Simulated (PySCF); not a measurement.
C₂H₈N, SMILES [NH3+]CC, charge +1.

Geometry optimised at B3LYP-D3(BJ)/def2-SVP. The isomer is the one that the SMILES or the coordinates give; other isomers of the formula were not compared.

Computed with TDDFT-ωB97X/def2-SVPD (PySCF 2.14.0).

Vertical excitations.  State labels are in the subgroup Cs.

```json
[
 {"state": "S1", "symmetry": "A\"", "energy (eV)": "9.94", "λ (nm)": "125", "f": "0.002", "main pairs": "HOMO→LUMO 89 %"},
 {"state": "S2", "symmetry": "A'", "energy (eV)": "10.69", "λ (nm)": "116", "f": "0.056", "main pairs": "HOMO−1→LUMO 69 %, HOMO−2→LUMO 20 %"},
 {"state": "S3", "symmetry": "A'", "energy (eV)": "10.97", "λ (nm)": "113", "f": "0.047", "main pairs": "HOMO−2→LUMO 72 %, HOMO−1→LUMO 16 %"},
 {"state": "S4", "symmetry": "A\"", "energy (eV)": "11.24", "λ (nm)": "110", "f": "0.035", "main pairs": "HOMO→LUMO+1 62 %, HOMO→LUMO+2 15 %"},
 {"state": "S5", "symmetry": "A\"", "energy (eV)": "11.69", "λ (nm)": "106", "f": "0.115", "main pairs": "HOMO→LUMO+2 68 %, HOMO→LUMO+1 11 %"},
 {"state": "S6", "symmetry": "A'", "energy (eV)": "11.76", "λ (nm)": "105", "f": "0.101", "main pairs": "HOMO→LUMO+3 64 %, HOMO−1→LUMO+1 15 %"},
 {"state": "S7", "symmetry": "A'", "energy (eV)": "11.84", "λ (nm)": "105", "f": "0.030", "main pairs": "HOMO−1→LUMO+1 29 %, HOMO→LUMO+3 29 %, HOMO−1→LUMO+2 16 %, HOMO−1→LUMO+4 7 %"},
 {"state": "S8", "symmetry": "A\"", "energy (eV)": "12.14", "λ (nm)": "102", "f": "0.023", "main pairs": "HOMO→LUMO+4 43 %, HOMO→LUMO+6 22 %, HOMO−3→LUMO 9 %, HOMO→LUMO+1 8 %"},
 {"state": "S9", "symmetry": "A'", "energy (eV)": "12.28", "λ (nm)": "101", "f": "0.011", "main pairs": "HOMO−2→LUMO+1 34 %, HOMO−2→LUMO+2 33 %, HOMO−1→LUMO+1 6 %, HOMO−2→LUMO+8 5 %"},
 {"state": "S10", "symmetry": "A\"", "energy (eV)": "12.29", "λ (nm)": "101", "f": "0.029", "main pairs": "HOMO−1→LUMO+3 50 %, HOMO→LUMO+6 24 %"},
 {"state": "T1", "symmetry": "A\"", "energy (eV)": "9.86", "λ (nm)": "126", "f": "0", "main pairs": "HOMO→LUMO 86 %"},
 {"state": "T2", "symmetry": "A'", "energy (eV)": "10.44", "λ (nm)": "119", "f": "0", "main pairs": "HOMO−1→LUMO 70 %, HOMO−2→LUMO 16 %"},
 {"state": "T3", "symmetry": "A'", "energy (eV)": "10.76", "λ (nm)": "115", "f": "0", "main pairs": "HOMO−2→LUMO 73 %, HOMO−1→LUMO 14 %"},
 {"state": "T4", "symmetry": "A\"", "energy (eV)": "10.87", "λ (nm)": "114", "f": "0", "main pairs": "HOMO→LUMO+1 51 %, HOMO→LUMO+2 17 %"}
]
```
Triplets are in the Tamm–Dancoff approximation, which puts them higher than full response would, so one can lie above its singlet here.
